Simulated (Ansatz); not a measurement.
Cost and result up the ladder for Cr(NH2)3 (CrN3H6) (10 atoms). The state is a quartet with charge 0. Geometry: r2SCAN-D4/def2-SVP.

```
atom    x (Å)    y (Å)    z (Å)
 Cr1  -0.0002   0.0001  -0.0003
  N2   1.3930  -0.4025  -1.1229
  H3   1.3300  -0.9842  -1.9576
  H4   2.3536  -0.0802  -1.0113
  N5  -0.6160   1.7235   0.1159
  H6  -0.5422   2.3231   0.9369
  H7  -1.0871   2.2341  -0.6301
  N8  -0.7769  -1.3209   1.0069
  H9  -0.3250  -1.8260   1.7683
 H10  -1.7290  -1.6670   0.8942
```

Ansatz on 4 threads of Intel Xeon 6975P-C on a shared host. Times are rough, and most runs start from the orbitals of an earlier one. ωB97X-V/def2-TZVP serves as the yardstick here, not as an exact answer. Differences are given only for rows in sets of like size (and for xTB, whose basis is part of the method), since another set adds its own error. Binding counts from free atoms at the same level (Cr septet, N quartet, H doublet; other spins of the atoms weren't run), without zero-point energy or a counterpoise term.

The 6-31G sets use Cartesian d functions. B3LYP takes the VWN-RPA correlation.

```csv
level,functions,wall time
HF/6-31G,68,0.55 s
B3LYP-D4/6-31G,68,1.2 s
PBE-D4/def2-SVP,103,1.4 s
PBE0-D4/def2-SVP,103,1.4 s
PBE-D4/def2-TZVP (with forces),174,1.9 s
BLYP-D4/def2-TZVP,174,1.9 s
PBE-D4/def2-TZVPD,213,2.3 s
PBE0-D4/def2-TZVP,174,2.5 s
r2SCAN-D4/def2-TZVP (with forces),174,3.2 s
r2SCAN-D4/def2-TZVPD,213,3.8 s
CAM-B3LYP-D4/def2-TZVP,174,3.8 s
PBE0-D4/def2-TZVPD,213,3.9 s
BHLYP-D4/def2-TZVP,174,4.4 s
ωB97X-V/def2-TZVP,174,7 s
```

Q: Estimate what each level gives for the binding energy per atom (eV).

A: 
```
                            level  binding energy per atom (eV)  difference from ωB97X-V/def2-TZVP (eV)
                         HF/6-31G                          1.85                                       –
                   B3LYP-D4/6-31G                          3.42                                       –
                  PBE-D4/def2-SVP                          3.42                                       –
                 PBE0-D4/def2-SVP                          3.21                                       –
   PBE-D4/def2-TZVP (with forces)                          3.43                                    0.12
                BLYP-D4/def2-TZVP                          3.43                                    0.13
                PBE-D4/def2-TZVPD                          3.44                                    0.13
                PBE0-D4/def2-TZVP                          3.24                                   -0.06
r2SCAN-D4/def2-TZVP (with forces)                          3.26                                   -0.04
             r2SCAN-D4/def2-TZVPD                          3.27                                   -0.04
           CAM-B3LYP-D4/def2-TZVP                          3.33                                    0.03
               PBE0-D4/def2-TZVPD                          3.25                                   -0.06
               BHLYP-D4/def2-TZVP                          3.12                                   -0.19
                ωB97X-V/def2-TZVP                          3.31                                    0.00
```
